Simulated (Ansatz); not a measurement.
Total energies of `CO[Si]F`.

```xyz
7

C     0.695    0.145    0.414
O    -0.675    0.498    0.431
Si   -1.935    0.085   -0.513
F    -1.250   -0.912   -1.592
H     0.923   -0.536   -0.408
H     1.292    1.053    0.307
H     0.950   -0.332    1.361
```

Total charge 0; spin multiplicity 1. The structure was optimised at the PBE0-D4/def2-TZVP level. It is one conformer, not always the lowest. Basis def2-TZVPP, Ansatz.

RPA on PBE orbitals: Hartree–Fock energy of these orbitals -502.97504 Eh, correlation -1.20215 Eh (frozen core).

```
             functional  energy without D4 (Eh)  D4 term (kJ/mol)
                 revPBE              -504.50884             -38.0
                   BLYP              -504.61195             -25.9
                   PBE0              -504.29476              -9.6
                r2SCANh              -504.49761              -2.8
                r2SCAN0              -504.47768              -3.1
HSE06 (plane-wave form)              -504.27867              -8.9
                  BHLYP              -504.54953             -13.7
                LC-ωPBE              -504.42146                 –
                ωB97M-V              -504.56490                 –
                 B2PLYP              -504.39162                 –
```

Problem. Give the same for LDA (SPW92), PBE, r2SCAN, B97M-V, B3LYP, CAM-B3LYP, ωB97X-V, PBE-QIDH. (Estimate.)

Solution. The calculation gave: 
```
 functional  energy without D4 (Eh)  D4 term (kJ/mol)
LDA (SPW92)              -501.94602                 –
        PBE              -504.26681             -11.5
     r2SCAN              -504.51164              -2.7
     B97M-V              -504.51000                 –
      B3LYP              -504.66996             -18.6
  CAM-B3LYP              -504.58773              -9.6
    ωB97X-V              -504.52437                 –
   PBE-QIDH              -504.18122                 –
```

B3LYP takes the VWN-RPA correlation (the form of Gaussian; ORCA's B3LYP/G). HSE06 is the plane-wave form, built on full-range PBE exchange. The double hybrids freeze the cores in their second-order part.

LC-ωPBE has ω = 0.4 bohr⁻¹.
